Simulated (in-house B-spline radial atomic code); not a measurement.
# RPA and G0W0 on Hartree-Fock: neutral strontium

Configuration [Kr] 5s2, mean-field start Hartree-Fock. Computed with an all-electron radial atomic-structure program (B-spline basis): all electrons, scalar-relativistic (spin-free one-electron X2C), finite nucleus, each spin shell either full or empty, empty states to l = 9 with an (l + 1/2)⁻⁴ tail; G0W0 by contour deformation at full frequency.

Command:
```bash
python run_gw.py task.json out
```
Settings (radii: box in bohr, nucleus in fm):
```
Z                        38
electrons                38
configuration            [Kr] 5s2
hamiltonian              x2c
method                   hf
lmax                     9
rms_radius               4.224
spin_polarised           False
box_radius               40
intervals                73
ion_configuration        [Kr] 5s1
```

Cost of the run: 13 s on 1 thread of Arm Neoverse N1, with other jobs on the host.

Energies (hartree):

| term | value |
| --- | --- |
| mean-field total | -3177.35609 |
| Hartree-Fock functional on these orbitals | -3177.35609 |
| direct second order | -2.8228 |
| second-order exchange | 0.81842 |
| SOSEX correction | 0.76608 |

Problem. What is the RPA correlation energy, and what remains with SOSEX?

Solution. RPA gives -2.5212 hartree (-1.81 eV per electron); RPA + SOSEX gives -1.7552, and the second-order doubles (MP2) -2.0044 hartree. SOSEX takes back 30 % of the RPA value.

Quasi-particle levels (eV):

```json
{"level": "5s", "occupied": "yes", "mean field": "-4.931", "Σx - vxc": "0.00", "Σc": "?", "QP weight": "?", "G0W0": "?"}
{"level": "4p", "occupied": "yes", "mean field": "-29.799", "Σx - vxc": "0.00", "Σc": "0.18", "QP weight": "0.887", "G0W0": "-29.617"}
```

G0W0 = mean field + (Σx - vxc) + Σc, with Σc (partial-wave tail included) taken at the quasi-particle energy. Only the outer levels were computed. Levels of low weight are left out.

Problem. Where does G0W0 put 5s?

Solution. At -5.799 eV, with Σc = -0.87 eV and a quasi-particle weight of 0.934. The tabulated removal energy is 5.695 eV (NIST, measured); the calculation leaves out spin-orbit coupling, Breit and QED terms, and what these don't explain is the method's own error.

Problem. What does it cost to remove one electron (to [Kr] 5s1) by differences of total energies, each species on its own start (correlation terms add to the Hartree-Fock functional)?

Solution. Hartree-Fock functional 4.744 eV, + RPA 5.585 eV, + RPA + SOSEX 5.385 eV, + second order 5.655 eV. Tabulated: 5.695 eV (NIST, measured); the calculation leaves out spin-orbit coupling, Breit and QED terms, and what these don't explain is the method's own error.
